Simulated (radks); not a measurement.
Results of a calculation; reference values are marked as such.
Task: Tb+, 64 electrons, occupied as [Xe] 4f9 6s1. Code: a radial shooting solver on a logarithmic mesh with Libxc functionals. Model: scalar-relativistic Kohn-Sham, PBE, spin-unpolarised, spherical densities, point nucleus. Some entries of the table are withheld. Estimate them.

orbital  occ.  eigenvalue (eV)  r(max) (bohr)  <r> (bohr)
1s          2        -51868.64        0.01364     0.02150
2s          2        -8603.390        0.07749         (1)
2p          6        -7644.976        0.06280         (2)
3s          2        -1913.086         0.2197      0.2393
3p          6        -1617.572         0.2158      0.2381
3d         10        -1232.793         0.1764      0.2165
4s          2        -383.9630         0.5047      0.5415
4p          6        -286.6989            (3)      0.5737
4d         10        -153.2591            (4)      0.6238
5s          2         -53.9010          1.182       1.326
5p          6         -31.2305          1.350         (5)
4f          9          -9.3812         0.5555         (6)
6s          1          -8.7392          3.283       3.763

Result: 
(1) 2s <r> (bohr): 0.09149
(2) 2p <r> (bohr): 0.08089
(3) 4p r(max) (bohr): 0.5269
(4) 4d r(max) (bohr): 0.5468
(5) 5p <r> (bohr): 1.569
(6) 4f <r> (bohr): 0.9024
